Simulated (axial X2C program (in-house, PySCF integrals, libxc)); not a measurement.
# Potential curves of NaIn⁺, spin-free

Calculated with an in-house relativistic program for diatomic molecules. Spin-free means the one-electron spin-free X2C Hamiltonian. Basis: In dyall-cv3z [11s12p9d4f1g], Na dyall-cv3z [9s8p5d2f] (cores contracted in-house); Gaussian nuclei, density fitting, unrestricted open shells. Masses: In 114.904 u, Na 22.990 u.

State: M_S = 1/2, Λ = 0 (beyond evenly filled blocks: σα). Energies in kJ/mol from the fragments at the same level (In + Na+). Fits are polynomials in 1 − R0/R over 0.85 to 1.23 times the lowest point R0.

```
 R (Å)     PBE0  CCSD(T)
3.0720   -97.66         
3.2132  -103.41   -82.80
3.3191  -105.90   -85.96
3.4251  -107.20   -87.74
3.5310  -107.51   -88.42
3.6546  -107.02   -88.14
3.7782  -105.74   -86.95
3.9371  -103.27   -84.42
4.1313   -99.45         
4.4138   -92.92
```

Correlated methods: 3 electrons correlated (number of frozen shells: In 4 s, 3 p, 2 d; Na 2 s, 1 p), 283 virtual spin orbitals or spinors in MP2, 47 natural virtuals in coupled cluster.

One determinant describes the state; a PBE0 search over occupations chose it and may have missed a lower one. De is counted from the lowest determinant-based energies of the atoms at the same level, without counterpoise correction. Coupled cluster ran in a truncated set of natural virtual spinors; the MP2 energy of the rest was added. (T) has no such correction and the atoms are truncated less, which lowers De at CCSD(T) by a hundredth of an eV or more. With the outer-core shells frozen, correlated bond lengths of heavy atoms tend to come out a few hundredths of an ångström too long. Spin-free De lacks the spin–orbit lowering of the heavy p-block atom, a tenth of an eV or more for 4p and 5p, up to an eV for 6p and one to two eV for 7p atoms, less what an open-shell molecule gains itself. Coupled cluster ran on the points near the minimum only. MP2 and coupled cluster on one determinant become unreliable at the stretched end.

Question: Fit the PBE0 curve near its minimum: give the equilibrium distance, the harmonic wavenumber and the well depth.

Answer: At PBE0, spin-free: Re = 3.523 Å, ωe ≈ 98 cm⁻¹, De = 1.11 eV to In + Na+; Be follows as 0.0709 cm⁻¹.

Question: What are Re, ωe and De at the CCSD(T) level?

Answer: At CCSD(T), spin-free: Re = 3.558 Å, ωe ≈ 103 cm⁻¹, De = 0.92 eV to In + Na+; Be follows as 0.0695 cm⁻¹.
